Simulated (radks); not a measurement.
All-electron atom: Hf+ in [Xe] 4f14 5d1 6s2.

Calculated with a radial shooting solver on a logarithmic mesh with Libxc functionals: scalar-relativistic Kohn-Sham, LDA (Slater exchange, Perdew-Wang correlation), spin-unpolarised, spherical densities, finite nucleus; Fermi nuclear charge, rms radius 5.347 fm.

Energy parts (hartree):
total: -15066.9051
kinetic: 16498.9249
electron-nucleus: -37149.0215
Hartree: 5881.4532
exchange-correlation: -298.2618

Orbitals (lengths in bohr, moments of r in powers of bohr; r(90%) holds 90 % of the orbital's charge):
orbital  occ.  eigenvalue (hartree)   <1/r>  r(90%)      <r^2>
1s          2             -2396.739   83.71  0.0345  0.0004958
2s          2             -410.2443   19.55   0.125   0.007651
2p          6             -360.5048   17.85   0.117   0.006288
3s          2             -93.72124   7.231   0.306    0.04987
3p          6             -78.85510   6.708   0.312    0.05047
3d         10             -61.19805   6.349   0.294    0.04190
4s          2             -19.13129   3.067   0.673     0.2480
4p          6             -14.24986   2.793   0.725     0.2822
4d         10              -7.93333   2.476   0.805     0.3328
5s          2              -2.81275   1.177    1.63      1.442
5p          6              -1.65187  0.9816    1.96      2.022
4f         14              -0.97149   1.919    1.14     0.5900
6s          2              -0.44400  0.4081    4.49      10.76
5d          1              -0.40240  0.6021    3.42      5.569

The highest occupied level is 5d at -10.950 eV. Summed over all electrons, <r^2> = 56.75 bohr^2, which gives a Langevin (diamagnetic) susceptibility term of -44.9 x 10^-6 cm^3/mol. The density falls to 0.001 e/bohr^3 at r = 4.57 bohr. The electron density at the nucleus is 1.277e+06 e/bohr^3 (large components only).
